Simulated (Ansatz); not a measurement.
Mulliken charges of C2H5AlO, SMILES `C[CH]1[O][AlH]1` from r2SCAN/def2-TZVPP in Ansatz (PBE0-D4/def2-TZVP geometry).

```json
{"atom": "C1", "x (Å)": "0.150", "y (Å)": "0.638", "z (Å)": "-1.058", "charge (e)": "-0.077"}
{"atom": "C2", "x (Å)": "0.083", "y (Å)": "-0.531", "z (Å)": "-0.120", "charge (e)": "0.031"}
{"atom": "O3", "x (Å)": "0.998", "y (Å)": "-0.414", "z (Å)": "1.045", "charge (e)": "-0.426"}
{"atom": "Al4", "x (Å)": "-0.594", "y (Å)": "-0.545", "z (Å)": "1.649", "charge (e)": "0.425"}
{"atom": "H5", "x (Å)": "1.142", "y (Å)": "0.701", "z (Å)": "-1.521", "charge (e)": "0.046"}
{"atom": "H6", "x (Å)": "-0.041", "y (Å)": "1.590", "z (Å)": "-0.556", "charge (e)": "0.018"}
{"atom": "H7", "x (Å)": "-0.588", "y (Å)": "0.524", "z (Å)": "-1.857", "charge (e)": "0.036"}
{"atom": "H8", "x (Å)": "0.252", "y (Å)": "-1.475", "z (Å)": "-0.643", "charge (e)": "0.034"}
{"atom": "H9", "x (Å)": "-1.314", "y (Å)": "-0.535", "z (Å)": "3.045", "charge (e)": "-0.086"}
```

Task: By hand: the dipole of these point charges (1 e Å = 4.8032 D).

Result: Σ q r = (-0.534, -0.045, -0.097) e Å, of length 0.545 e Å = 2.62 D.

Task: How does the dipole of the full density compare? (An estimate is asked.)

Result: Computed: (-0.439, -0.036, 0.085) e Å, 2.15 D; the point charges give 1.22 times that, at 21° from its direction.

Point charges leave out the atoms' own dipoles, such as those of lone pairs, and Mulliken's split depends on the basis, so the two needn't agree.
